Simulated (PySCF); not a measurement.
CrO₂⁻, quartet: structure and spectrum

All numbers come from UPBE0 in PySCF with Cr def2-SVPD, O def2-SVPD; no relativity; density-fitted integrals.

The structure is a minimum.

```xyz
3
charge -1 multiplicity 4, angstrom
Cr    0.0000    0.0000   -0.2178
O     1.5334    0.0000    0.3535
O    -1.5334    0.0000    0.3535
```

```
Point group                                                                   : C2v
Bond lengths                                                                  : Cr–O 1.636 Å (×2)
Bond angles                                                                   : O–Cr–O 139.1°
Principal quadrupole moments (Buckingham, traceless) about the centre of mass : -15.13, 5.80, 9.34 D Å
Principal polarisabilities                                                    : 54.2, 62.6, 72.4 bohr³
Highest occupied level (α)                                                    : -0.58 eV
Heat capacity Cp at 298.15 K                                                  : 44.8 J/(mol K)
Rotational symmetry number                                                    : 2
Rotational constants                                                          : 2.608, 0.2241, 0.2064 cm⁻¹
Zero-point energy                                                             : 12.3 kJ/mol
Dipole moment about the centre of mass                                        : 1.56 D
Spin squared ⟨S²⟩                                                             : 3.857
Entropy at 298.15 K and 1 bar (electronic part: spin only)                    : 271.4 J/(mol K)
Enthalpy at 298.15 K above 0 K                                                : 11.54 kJ/mol
Lowest empty level (β)                                                        : 3.12 eV
```

Harmonic modes (masses in u: Cr 51.941, O 15.995):
```json
{"symmetry": "a1", "ω (cm⁻¹)": "230", "IR (km/mol)": "4.6"}
{"symmetry": "a1", "ω (cm⁻¹)": "883", "IR (km/mol)": "105"}
{"symmetry": "b2", "ω (cm⁻¹)": "951", "IR (km/mol)": "536"}
```

In C2v the vibrations span 2a1 + b2. Here b1 is antisymmetric to the molecular plane and b2 lies in it.

Charges (e); Mulliken and Löwdin values are unreliable with diffuse functions:
```csv
atom,Mulliken,Löwdin,polar tensor,spin (Mulliken),Mayer order to Cr1
Cr1,0.94,0.70,0.98,3.50,–
"O2,3",-0.97,-0.85,-0.99,-0.25,1.28
```

Mulliken populations on Cr1: s 6.49, p 12.27, d 4.29, f 0.01.

Formally Cr is in oxidation state +3, d3, with 3 unpaired electrons (the high-spin count). The Mulliken spin on Cr is 3.50. The polar-tensor charge on Cr, 0.98, is far below the formal one.

This need not be the most stable arrangement of these atoms. Other spin states or occupations of the open shell can lie lower. The lowest empty level of this anion is unbound, so it and the gap depend on the basis.

The final relaxation and frequency run took of the order of 50 core-seconds on a shared host.
